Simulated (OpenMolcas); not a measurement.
A run on Os4+ among 6 point charges of -1.1 e arranged as a tetragonal octahedron (D4h), 2.05 Å from the ion, with the axial distance 1.865 Å.
```
   2.0500    0.0000    0.0000  -1.10
   0.0000    2.0500    0.0000  -1.10
  -2.0500    0.0000    0.0000  -1.10
   0.0000   -2.0500    0.0000  -1.10
   0.0000    0.0000    1.8655  -1.10
   0.0000    0.0000   -1.8655  -1.10
```

- Program: OpenMolcas
- Method: CASSCF
- Basis: ANO-RCC-VTZP [8s7p5d3f2g1h]
- Scalar Hamiltonian: DKH2, point nucleus
- Active space: 4 electrons in 5 orbitals (5d)
- State averaging: 2S+1 = 5 even, 5 roots; 2S+1 = 3 even, 45 roots; 2S+1 = 1 even, 50 roots
- Spin-orbit coupling: state interaction with AMFI integrals over the reference wave functions

104 basis functions. Blocks (2S+1, parity, CSFs, roots kept): 5, even, 5, 5; 3, even, 45, 45; 1, even, 50, 50.

**Question.** How long do the RASSCF and RASSI steps take on 1 thread of AMD EPYC 7R43 64-Core Processor (Zen 3) (shared host)?

**Answer.** About 59 s of wall time, without the integral step.
